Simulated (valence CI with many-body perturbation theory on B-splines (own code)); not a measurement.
## Zr²⁷⁺: fill in the table

Method: valence CI with perturbative core correlation (CI+MBPT): three valence electrons over a frozen Dirac-Fock core [Ne], a basis of 11 s, 11 p, 10 d, 8 f, 5 g, 2 h functions for each j, with the one-electron correlation potential Σ1, the two-electron term Σ2, the three-electron term Σ3, Breit, model QED; selected CI, second order for the rest, scaled by the run's own slope (own B-spline code, finite nucleus).

No measured spectrum was set against this ion. As an estimate, large intervals hold to a few tenths of a per cent, small ones and those within an open d or f shell to about a per cent.

```tsv
Level	E (eV)
3s2 3p 2P°_1/2	0.00
3s2 3p 2P°_3/2	20.05
3s 3p2 4P_1/2	61.52
3s 3p2 4P_3/2	73.53
3s 3p2 4P_5/2	79.64
3s 3p2 2D_3/2	90.56
3s 3p2 2D_5/2	99.18
3s 3p2 2P_1/2	100.03
3s 3p2 2P_3/2	?
3s 3p2 2S_1/2	120.13
3s2 3d 2D_3/2	128.32
3s2 3d 2D_5/2	?
3p3 2D°_3/2	158.39
3p3 2D°_5/2	169.27
3s 3p 3d 4F°_3/2	169.68
3p3 4S°_3/2	?
3s 3p 3d 4F°_5/2	?
3s 3p 3d 4F°_7/2	180.79
3s 3p 3d 4P°_5/2	?
3s 3p 3d 4D°_3/2	?
```

Names give the largest LS component (configuration and term), which can be under half, so a name can repeat, a term be missing and a line seem to break the LS rules; names also repeat where a configuration has a term twice.

(1) The levels stand in rising order. What does the calculation give for the missing energies?

Results:

(1) 3s 3p2 2P_3/2 120.06; 3s2 3d 2D_5/2 130.32; 3p3 4S°_3/2 172.81; 3s 3p 3d 4F°_5/2 175.23; 3s 3p 3d 4P°_5/2 184.18; 3s 3p 3d 4D°_3/2 184.31.
